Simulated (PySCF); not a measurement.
## Iron: a sound run and one with changed settings

Sound run: Fe [Ar] 3d6 4s2, Fe⁺ [Ar] 3d6 4s1. All numbers are calculated (PySCF 2.14, scalar relativity by spin-free X2C-1e, in Sapporo-DKH3-DZP-2012). The sound run starts from symmetry-adapted Hartree-Fock orbitals and uses a fine grid where one is needed.

Changed run: radial step 0.5 in ln r (0.13 in the sound run). This setting is unsound on purpose.

```json
{"species": "Fe", "method": "UHF", "sound run (hartree)": "-1271.31688", "changed run (hartree)": "-1271.31688", "converged": "yes"}
{"species": "Fe", "method": "B3LYP", "sound run (hartree)": "-1272.63013", "changed run (hartree)": "-1272.64886", "converged": "yes"}
{"species": "Fe", "method": "r2SCAN", "sound run (hartree)": "-1272.55748", "changed run (hartree)": "-1272.72493", "converged": "yes"}
{"species": "Fe⁺", "method": "UHF", "sound run (hartree)": "-1271.07925", "changed run (hartree)": "-1271.07925", "converged": "yes"}
{"species": "Fe⁺", "method": "B3LYP", "sound run (hartree)": "-1272.33212", "changed run (hartree)": "-1272.35103", "converged": "yes"}
{"species": "Fe⁺", "method": "r2SCAN", "sound run (hartree)": "-1272.27147", "changed run (hartree)": "-1272.43778", "converged": "yes"}
```

Ionisation energy of Fe:

```json
{"method": "UHF", "sound run (eV)": "6.466", "changed run (eV)": "6.466"}
{"method": "B3LYP", "sound run (eV)": "8.109", "changed run (eV)": "8.105"}
```

A coarse radial grid mis-integrates the density and the exchange-correlation energy, with errors of either sign; Hartree-Fock needs no grid.

For comparison, NIST gives 7.902 eV between the lowest levels.
